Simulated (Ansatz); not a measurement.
H6S2SiSn, SMILES `S[SiH2][SnH2][SH]`. Charge 0, multiplicity 1. Sn: def2 effective core potential. The geometry is a stationary point of PBE0-D4/def2-TZVP. It is one conformer, not always the lowest.

```xyz
10

S    -1.581   -1.675    1.010
Si    0.471   -1.091    0.973
Sn    0.707    0.490   -1.035
S    -1.397    1.698   -1.035
H    -2.005   -0.496    0.501
H     0.897   -0.387    2.213
H     1.288   -2.324    0.834
H     1.969    1.638   -0.949
H     0.722   -0.297   -2.546
H    -1.072    2.444    0.034
```

Question: What is the dipole moment at ωB97M-V/def2-TZVPP? (An estimate is asked.)

Answer: The calculation gave: 1.92 D, with components (1.85, 0.30, 0.37) D in this frame, pointing from negative to positive charge.

Question: And with PBE, r2SCAN, B3LYP? (An estimate is asked.)

Answer: Computed: PBE 1.75 D, r2SCAN 1.87 D, B3LYP 1.86 D.

Question: Give the Mulliken charges with ωB97M-V, r2SCAN, PBE in def2-TZVPP. (Estimate.)

Answer: Ansatz gave: 
```json
{"atom": "S1", "ωB97M-V": "-0.24", "r2SCAN": "-0.27", "PBE": "-0.25"}
{"atom": "Si2", "ωB97M-V": "0.12", "r2SCAN": "0.20", "PBE": "0.12"}
{"atom": "Sn3", "ωB97M-V": "0.39", "r2SCAN": "0.56", "PBE": "0.53"}
{"atom": "S4", "ωB97M-V": "-0.37", "r2SCAN": "-0.40", "PBE": "-0.38"}
{"atom": "H5", "ωB97M-V": "0.14", "r2SCAN": "0.13", "PBE": "0.14"}
{"atom": "H6", "ωB97M-V": "-0.01", "r2SCAN": "-0.07", "PBE": "-0.04"}
{"atom": "H7", "ωB97M-V": "-0.01", "r2SCAN": "-0.06", "PBE": "-0.04"}
{"atom": "H8", "ωB97M-V": "-0.07", "r2SCAN": "-0.11", "PBE": "-0.10"}
{"atom": "H9", "ωB97M-V": "-0.07", "r2SCAN": "-0.10", "PBE": "-0.10"}
{"atom": "H10", "ωB97M-V": "0.13", "r2SCAN": "0.12", "PBE": "0.13"}
```

B3LYP here is the variant with VWN-RPA as its local correlation; programs differ in this.
